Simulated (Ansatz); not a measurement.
AlGeH4NO, SMILES `[OH][GeH]1[NH][AlH]1`. The species carries charge 0 and has multiplicity 1.

```xyz
8

O     1.216   -1.573    0.892
Ge    0.102   -0.868   -0.320
N    -0.903    0.602    0.353
Al   -0.054    1.402   -0.958
H     1.859   -0.932    1.201
H    -0.747   -2.107   -0.662
H    -1.577    0.643    1.104
H     0.105    2.833   -1.609
```

Problem. List the harmonic frequencies (cm⁻¹, unscaled) at PBE0-D4/def2-TZVP in Ansatz. (Best estimate.)

Solution. The calculation gave: 151, 194, 276, 359, 403, 430, 580, 613, 616, 684, 741, 857, 920, 940, 1939, 2122, 3609, 3896.

Problem. Is this a minimum?

Solution. Yes, all 18 modes are real.

Problem. Give the ideal-gas thermochemistry at 298.15 K and 1 bar (rigid rotor, harmonic oscillator; point group C1, symmetry number 1).

Solution. Zero-point energy 115.6 kJ/mol; H(298) − E = 134.6 kJ/mol; entropy 328.4 J/(mol·K), of which translation 169.9, rotation 109.7, vibration 48.8; G(298) − E = 36.7 kJ/mol.

Problem. And at 400, 500, 600, 800 and 1000 K?

Solution. 
| T (K) | H − E (kJ/mol) | S (J/mol/K) | G − E (kJ/mol) |
| --- | --- | --- | --- |
| 400 | 145.7 | 360.4 | 1.6 |
| 500 | 158.0 | 387.7 | -35.9 |
| 600 | 171.1 | 411.6 | -75.9 |
| 800 | 199.3 | 452.1 | -162.4 |
| 1000 | 229.3 | 485.6 | -256.2 |
